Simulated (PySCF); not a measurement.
Ni²⁺: ionisation energy

Ni²⁺ [Ar] 3d8 (3F) → Ni³⁺ [Ar] 3d7 (4F), as a difference of total energies. Calculation: PySCF 2.14, in aug-cc-pVDZ-DK (7s6p4d2f, 59 functions); the spin-free X2C one-electron Hamiltonian (Gaussian nucleus). Correlated levels: valence: [Ar] frozen. The calculations carry no spin-orbit coupling.

```
           method  ionisation energy (eV)
              UHF                  32.871
    MP2 (valence)                  35.024
SCS-MP2 (valence)                  34.905
   CCSD (valence)                  34.751
CCSD(T) (valence)                  34.797
```

Task: How much does correlation contribute at CCSD(T) (valence)?

Result: 34.797 − (32.871) = 1.926 eV, measured against UHF.

The reference lies between the lowest fine-structure levels, while these numbers refer to the centres of the terms.

Errors of the correlated levels include the incompleteness of this basis and the frozen core.

For comparison: 35.187 ± 0.019 eV (measured; NIST Atomic Spectra Database, ionization energies).
